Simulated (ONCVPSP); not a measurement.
## Reading a pseudo-wave (Cr (Z = 24))

Columns: radius, all-electron u(r) and pseudo u(r) of the 3p shell (level -45.44 eV) of chromium in the configuration [Ne] 3s2 3p6 3d5 4s1; PBE, scalar-relativistic, ONCV scheme, ONCVPSP 4.0.1.

```
r (bohr)  all-electron  pseudo
   0.088       -0.4171  0.0326
   0.175       -0.5539  0.1256
   0.262       -0.3023  0.2702
   0.350        0.0955  0.4522
   0.438        0.4742  0.6465
   0.525        0.7636  0.8242
   0.612        0.9558  0.9650
   0.700        1.0608  1.0553
   0.788        1.0950  1.0901
   0.875        1.0790  1.0772
   0.962        1.0301  1.0298
   1.050        0.9605  0.9604
   1.138        0.8805  0.8803
   1.225        0.7977  0.7976
   1.312        0.7158  0.7157
   1.400        0.6365  0.6364
   1.487        0.5634  0.5633
   1.575        0.4954  0.4954
   1.662        0.4346  0.4345
   1.750        0.3794  0.3794
   1.838        0.3303  0.3303
   1.925        0.2874  0.2874
   2.012        0.2496  0.2496
   2.100        0.2160  0.2160
   2.188        0.1868  0.1867
   2.275        0.1615  0.1615
```

(1) How many radial nodes do the two functions have?

(2) At about which radius was the pseudo-wave matched?

(3) Is the pseudo-wave norm-conserving?

## Answers

(1) The all-electron 3p function has n − l − 1 = 1; the pseudo-wave has 0, since the states of the same l below it are removed with the core.

(2) 1.20 bohr. The columns agree to 0.0005 from 0.96 bohr on; several derivatives are matched, so the curves merge somewhat inside the radius.

(3) Yes: the ONCV scheme keeps the norm inside the radius equal to the all-electron one, which fixes the energy derivative of the logarithmic derivative at the level.
